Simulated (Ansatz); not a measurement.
Relaxation of BClH$_{5}$OP (9 atoms, charge 0, multiplicity 1), to a largest force component of 0.03 eV/Å in at most 50 steps.

Method: RKS B3LYP/def2-SVP in Ansatz 0.2.0.

```xyz
9
Properties=species:S:1:pos:R:3:forces:R:3
B 0.060 -0.427 -0.036 -0.03 -0.65 0.63
Cl -0.014 -1.171 1.638 0.06 0.08 -0.75
H 1.110 -0.046 -0.459 0.01 0.02 -0.01
O -1.046 -0.370 -0.787 0.03 -0.03 0.00
H -1.827 -0.769 -0.375 0.00 0.05 0.02
P -0.215 2.535 0.917 -0.01 0.38 0.02
H -1.635 2.548 0.766 -0.02 -0.01 0.00
H -0.237 3.462 2.006 0.01 0.01 -0.01
H -0.227 1.396 1.771 -0.04 0.15 0.09
```

Problem. Where does it end, and by what steps?

Solution. The run converged. The force dipped under the threshold on the way, but the program's further checks kept it going. After 32 steps the energy has fallen by 0.193 eV; H7 moved furthest, 1.51 Å.

```json
{"step": "0", "energy less start (eV)": "0.0000", "largest force component (eV/Å)": "0.747", "accepted": "yes"}
{"step": "2", "energy less start (eV)": "-0.1483", "largest force component (eV/Å)": "0.413", "accepted": "yes"}
{"step": "4", "energy less start (eV)": "-0.1699", "largest force component (eV/Å)": "0.139", "accepted": "yes"}
{"step": "6", "energy less start (eV)": "-0.1740", "largest force component (eV/Å)": "0.045", "accepted": "yes"}
{"step": "8", "energy less start (eV)": "-0.1779", "largest force component (eV/Å)": "0.121", "accepted": "yes"}
{"step": "10", "energy less start (eV)": "-0.1795", "largest force component (eV/Å)": "0.223", "accepted": "no"}
{"step": "12", "energy less start (eV)": "-0.1831", "largest force component (eV/Å)": "0.066", "accepted": "yes"}
{"step": "14", "energy less start (eV)": "-0.1845", "largest force component (eV/Å)": "0.070", "accepted": "yes"}
{"step": "16", "energy less start (eV)": "-0.1863", "largest force component (eV/Å)": "0.144", "accepted": "yes"}
{"step": "18", "energy less start (eV)": "-0.1872", "largest force component (eV/Å)": "0.140", "accepted": "yes"}
{"step": "20", "energy less start (eV)": "-0.1896", "largest force component (eV/Å)": "0.118", "accepted": "yes"}
{"step": "22", "energy less start (eV)": "-0.1911", "largest force component (eV/Å)": "0.124", "accepted": "yes"}
{"step": "24", "energy less start (eV)": "-0.1918", "largest force component (eV/Å)": "0.086", "accepted": "yes"}
{"step": "26", "energy less start (eV)": "-0.1927", "largest force component (eV/Å)": "0.034", "accepted": "yes"}
{"step": "28", "energy less start (eV)": "-0.1929", "largest force component (eV/Å)": "0.045", "accepted": "yes"}
{"step": "30", "energy less start (eV)": "-0.1931", "largest force component (eV/Å)": "0.009", "accepted": "yes"}
{"step": "32", "energy less start (eV)": "-0.1932", "largest force component (eV/Å)": "0.026", "accepted": "yes"}
```

```xyz
9
Properties=species:S:1:pos:R:3
B 0.166 -1.305 -0.382
Cl -0.134 -0.846 1.314
H 1.289 -1.314 -0.802
O -0.844 -1.644 -1.195
H -1.718 -1.613 -0.781
P -0.417 3.823 1.449
H -1.841 3.803 1.583
H -0.208 3.856 2.864
H -0.325 2.398 1.391
```

Whether the end is a true minimum wasn't checked by a vibrational analysis.

Run time: 48 s on 2 threads of Intel(R) Xeon(R) Platinum 8488C (Sapphire Rapids), on a shared host, peak memory 0.2 GiB.
